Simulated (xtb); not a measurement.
xtb input:

```bash
xtb mol.xyz --gfn 1 --opt tight --chrg 0 --uhf 0
```
mol.xyz:
```
17

C      2.50068090     0.36772671     0.19387366
C      1.32610178    -0.17948901    -0.61450115
C     -0.05302169     0.36981872    -0.18120459
Si    -1.41055584    -0.21309440    -1.34942934
Si    -0.49156790    -0.03742591     1.60718993
H      3.44944369    -0.00598379    -0.19553057
H      2.43888409     0.07922452     1.24494633
H      2.52702305     1.45905124     0.15323879
H      1.31658747    -1.27162763    -0.54313935
H      1.48868891     0.05043934    -1.67203583
H     -0.04154989     1.46496264    -0.25840346
H     -1.64038592    -1.66983148    -1.18289255
H     -1.00980184     0.03469049    -2.75725228
H     -2.68174856     0.49950951    -1.08015449
H     -1.93012800     0.22624431     1.85444359
H      0.29150188     0.76600924     2.57659065
H     -0.22134825    -1.47374237     1.86253355
```

Question: Which total energy does the run end on?

Answer: -16.53015 Eh (GFN1-xTB).
